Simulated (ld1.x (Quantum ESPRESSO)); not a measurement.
## Pseudopotential generation for W (Z = 74): ultrasoft, PBE, scalar-relativistic.

ld1.x (Quantum ESPRESSO) 7.5 input, shortened:

```
&input
   title='W', zed=74., rel=1, dft='PBE', iswitch=3,
   config='[Xe] 4f14 5d4 5f-2 6s2 6p0'
 /
 &inputp
   pseudotype=3, tm=.true., lloc=-1, rcloc=0.85,
   nlcc=.true., new_core_ps=.true., rcore=0.40
 /
7
6S  1  0   2.00   0.00  1.95  2.75  0.0
6S  1  0   0.00   0.75  1.95  2.75  0.0
6P  2  1   0.00   0.00  2.90  4.05  0.0
6P  2  1   0.00   2.15  2.90  4.05  0.0
5D  3  2   4.00   0.00  0.40  0.55  0.0
5D  3  2   0.00   1.55  0.40  0.55  0.0
5F  4  3  -2.00   0.15  3.55  3.95  0.0
 &test
   configts(1)='5d4 6s2 6p0'
 /
```

All-electron outer shells of the reference configuration (PBE, scalar-relativistic, ld1.x):

```
shell  level (eV)  outermost node (bohr)  outermost maximum (bohr)
   5p      -43.20                   0.57                      1.09
   4f      -33.21                      –                      0.43
   6s       -5.71                   1.28                      2.67
   5d       -4.48                   0.63                      1.49
   6p       -1.36                   1.54                      3.75
```

**Question.** Does this generation succeed?

**Answer.** No. ld1.x (Quantum ESPRESSO) 7.5 stopped with "compute_chi: chi too large beyond r_c": the function χ = (ε − T − V_loc)φ does not vanish beyond the cutoff radius. The 5d radius of 0.40 bohr lies inside the outermost node of the all-electron wave at 0.63 bohr.
